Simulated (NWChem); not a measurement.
A series in which one site is exchanged, each optimised at PBE0/def2-SVP with NWChem, gas phase unless a solvent is named. For some, no frequency run checked for a minimum. def2 effective core potentials on In, I; no spin-orbit coupling.

A: [Cl][In]([Cl])[Br] (InBrCl$_{2}$; site = Br)
B: [Cl][In]([Cl])[Cl] (InCl3; site = Cl)
C: [I][In]([Cl])[Cl] (InICl$_{2}$; site = I)
D: [InH]([Cl])[Cl] (InHCl2; site = H)

Problem. Rank them by dipole (D), PBE0/def2-SVP, lowest first.

Solution. B (0.00), A (0.48), C (1.22), D (2.59)
